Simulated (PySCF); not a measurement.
CH₆ClNSi₃, SMILES Cl[Si@H]1C=N[SiH2][SiH2]1. The structure is a stationary point at PBE-D3(BJ)/def2-SVP. The structure was generated by enumeration; whether it is a known compound was not checked.

Computed equilibrium geometry at PBE-D3(BJ)/def2-SVP (PySCF confirms it by a frequency run) as a Z-matrix:
```
Si
H 1 1.5061
C 1 1.9427 2 109.92
N 3 1.2821 1 124.15 2 -118.92
H 3 1.1198 4 117.94 1 179.66
Si 4 1.7943 3 122.73 5 178.78
H 6 1.5020 4 107.52 3 -124.65
H 6 1.5030 7 109.09 4 116.25
Cl 1 2.0937 2 107.49 3 117.73
Si 1 2.3564 2 116.20 3 -111.64
H 10 1.5023 1 111.62 2 -128.14
H 10 1.5033 11 111.24 1 -126.30
```
Charge 0, spin multiplicity 1.
